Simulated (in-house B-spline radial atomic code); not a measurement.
**Br⁷⁺: [Ar] 3d9 7g1 (an excited or competing configuration)**

Method: Dirac-Hartree-Fock, average of configuration, Fermi nucleus of rms radius 4.1629 fm. Calculated with a radial B-spline atomic code at the basis-set limit.

Effective charges: Z_r = [3n² - l(l+1)]/(2<r>) from the radius, Z_e = n√(-2ε) from the energy, and Slater's rules. Values are occupation-weighted means over j. An effective charge above Z reflects the relativistic contraction of the inner shells.

| shell | electrons | ε (eV) | <r> (bohr) | Z_r | Z_e | Slater |
| --- | --- | --- | --- | --- | --- | --- |
| 1s | 2 | -13715 | 0.04273 | 35.10 | 31.75 | 34.70 |
| 2s | 2 | -1973.9 | 0.1886 | 31.81 | 24.09 | 30.85 |
| 2p | 6 | -1753.8 | 0.1652 | 30.26 | 22.71 | 30.85 |
| 3s | 2 | -416.47 | 0.5421 | 24.90 | 16.60 | 23.75 |
| 3p | 6 | -343.96 | 0.5514 | 22.67 | 15.08 | 23.75 |
| 3d | 9 | -226 | 0.555 | 18.92 | 12.23 | 14.20 |
| 7g | 1 | -17.789 | 7.924 | 8.01 | 8.00 | - |

The least bound orbital is 7g9/2 at -17.79 eV, and it is also the most diffuse (<r> = 7.924 bohr).

Spin-orbit splittings of the orbital energies (j = l + 1/2 above j = l - 1/2 when positive): 2p 47.98 eV, 3p 7.458 eV, 3d 1.222 eV, 7g 0.0003085 eV.

For the 1s electron the small component carries 1.61 % of the norm, the zero-frequency Breit interaction raises the level by 21.55 eV, self-energy by 11.38 eV, and vacuum polarisation lowers it by 1.161 eV.

The density falls to 0.001 bohr⁻³ at 2.452 bohr; Σ<r²> = 77.433 bohr² gives, by the non-relativistic formula and without the paramagnetism of open shells, a Langevin diamagnetic susceptibility of -61.33×10⁻⁶ cm³/mol.
